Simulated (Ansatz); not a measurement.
Consider the formal hydrolysis of a C–C bond: `CC[CH2][SnH3]` + H₂O → `OC[CH2][SnH3]` + CH₄.

Calculated with Ansatz (gas phase, PBE0-D4/def2-TZVP geometries, no zero-point term in ΔE). CBS: MP2 limit from def2 TZ/QZ plus the TZ coupled-cluster correction, frozen cores. This one scheme is used for every species. Functionals use def2-TZVPP. Elements past krypton have def2 core potentials. For Sn outer-core shells are correlated without core-valence functions, which leaves a few kJ/mol of doubt a bond. Each species was taken in one conformer, which may not be the lowest.

`CC[CH2][SnH3]`:

Cartesian coordinates in Å:
```
C -1.773 0.707 -1.009
C -0.873 0.097 0.054
C 0.592 0.077 -0.359
Sn 1.887 -0.775 1.129
H -2.820 0.711 -0.694
H -1.483 1.740 -1.222
H -1.708 0.146 -1.946
H -0.988 0.657 0.989
H -1.211 -0.922 0.273
H 0.950 1.090 -0.565
H 0.726 -0.497 -1.281
H 1.422 -2.391 1.443
H 1.762 0.119 2.583
H 3.516 -0.759 0.608
```

H₂O:

```xyz
3

O    -0.375    0.086    0.056
H     0.333    0.117    0.702
H     0.042   -0.203   -0.758
```

`OC[CH2][SnH3]`:

```xyz
12

O     0.738   -2.080   -1.028
C     0.005   -1.184   -0.211
C     0.532    0.208   -0.446
Sn   -0.480    1.695    0.729
H     0.407   -2.970   -0.882
H     0.112   -1.456    0.849
H    -1.066   -1.230   -0.455
H     0.424    0.478   -1.499
H     1.596    0.253   -0.202
H    -0.291    1.354    2.394
H     0.172    3.237    0.394
H    -2.149    1.698    0.357
```

CH₄:

Z-matrix (Å, degrees):
```
C
H 1 1.090
H 1 1.090 2 109.5
H 1 1.090 2 109.5 3 -120.0
H 1 1.090 2 109.5 3 120.0
```

Problem. Is it downhill or uphill in electronic energy at CCSD(T)/CBS, and by how much? (An estimate is asked.)

Solution. Ansatz gave: Uphill: ΔE = +38.5 kJ/mol.

Problem. What do these levels give: PBE-D4, PBE0-D4, ωB97X-V, MP2/def2-TZVPP, SCS-MP2/def2-TZVPP, CCSD/def2-TZVPP, CCSD(T)/def2-TZVPP, HF/def2-QZVPP, MP2/def2-QZVPP, HF/CBS(def2), MP2/CBS(def2), CCSD/CBS(def2)? (Best estimate.)

Solution. Ansatz gave: PBE-D4 30.2, PBE0-D4 33.0, ωB97X-V 28.7, MP2/def2-TZVPP 40.2, SCS-MP2/def2-TZVPP 35.3, CCSD/def2-TZVPP 34.6, CCSD(T)/def2-TZVPP 35.1, HF/def2-QZVPP 24.2, MP2/def2-QZVPP 42.4, HF/CBS(def2) 24.3, MP2/CBS(def2) 43.6, CCSD/CBS(def2) 38.0 kJ/mol.

Largest T1 diagnostic among the species: 0.012.

From PBE to PBE0 (25 % exact exchange), in def2-TZVPP and without D4, ΔE moves by +3.2 kJ/mol. The D4 term adds +4.3 kJ/mol with B3LYP and +2.5 kJ/mol with PBE0; it sums over pairs of atoms, weighted by their polarisabilities, and B3LYP, whose exchange is more repulsive, gets the larger term.

B3LYP here is the variant with VWN-RPA as its local correlation; programs differ in this.
